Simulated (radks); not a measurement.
Task: The iodine ion I2+ is in [Kr] 4d10 5s2 5p3. All-electron calculation, scalar-relativistic Kohn-Sham, PBE, spin-polarised, spherical densities, finite nucleus; Fermi nuclear charge, rms radius of each element as measured or else 0.836 A^(1/3) + 0.57 fm. Program: a radial shooting solver on a logarithmic mesh with Libxc functionals. Open shells are filled with parallel spins first. One electron is removed from 5s, 4d, 4p, 5p in turn, with full relaxation. Which removal costs least, and what does each cost?

Result: 5p 30.270 eV; 5s 39.659 eV; 4d 79.307 eV; 4p 157.61 eV. The 5p electron leaves first.
